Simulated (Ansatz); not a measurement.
Basis-set extrapolation for `[O-]C(C(F)(F)F)C(F)(F)F` (PBE0-D4/def2-TZVPD geometry, frozen core, Ansatz). Multiplicity 1, RHF reference.

|  | def2-TZVPPD | def2-QZVPPD |
| --- | --- | --- |
| HF | -786.054996 | -786.085908 |
| MP2 correlation | -2.224424 | -2.409627 |
| CCSD(T) correlation | -2.309039 | not run |

Energies in hartree. Use E(X) = E(∞) + A·exp(−7.88·√X) for Hartree–Fock and E(X) = E(∞) + B·X^(−2.97) for correlation, with X = 3 and 4, and add CCSD(T) minus MP2 of the smaller set to the MP2 limit.

Task: What is the CCSD(T) energy at the basis-set limit?

Result: HF limit: -786.085908 + (-0.030912) × 0.13774 = -786.09017. MP2 limit: -2.409627 + (-0.185203) × 0.74074 = -2.54681. Higher-order term: -2.309039 − (-2.224424) = -0.08461. Total: -788.72159 hartree, 224.4 kcal/mol below CCSD(T)/def2-TZVPPD.
